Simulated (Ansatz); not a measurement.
Process, species as SMILES: NB(N)Cl + H+ → NB([NH3+])Cl
Geometries: B3LYP-D3(BJ)/def2-TZVP minima from Ansatz (a program for electronic structure), one conformer each, not searched for the lowest. Frequencies are from Ansatz.
Geometry of the first species:
```
B
N 1 1.4059
H 2 1.0036 1 121.99
H 2 1.0049 3 114.39 1 -180.00
N 1 1.4059 2 124.59 3 -180.00
H 5 1.0036 1 121.99 2 -180.00
H 5 1.0049 6 114.39 1 -180.00
Cl 1 1.8010 2 117.71 3 0.00
```

Quantity: proton affinity (enthalpy at 298 K, with B3LYP-D3(BJ) rigid-rotor harmonic-oscillator terms), positive where the reaction releases energy, in kcal/mol. Valence correlation only, unless marked. No spin-orbit coupling. Non-relativistic. Basis-set limits of correlation are two-point, X^-3; Hartree-Fock from the larger set. The bracket is a focal-point correction in the basis named.

```csv
level,program,proton affinity (kcal/mol)
HF/6-31G,Ansatz,195.6
PBE0-D3(BJ)/def2-TZVPD,Ansatz + dftd3,201.7
B2PLYP-D3(BJ)/def2-TZVPD,Ansatz + dftd3,199.7
SCS-MP2/cc-pVTZ,Ansatz,203.9
```

### Question
Predict the RI-MP2/CBS(cc-pV(T+d)Z,cc-pV(Q+d)Z)+[CCSD(T)-MP2]/cc-pV(T+d)Z result (Ansatz).

### Answer
201.0 kcal/mol, so SCS-MP2/cc-pVTZ differs from it by 2.9 kcal/mol.
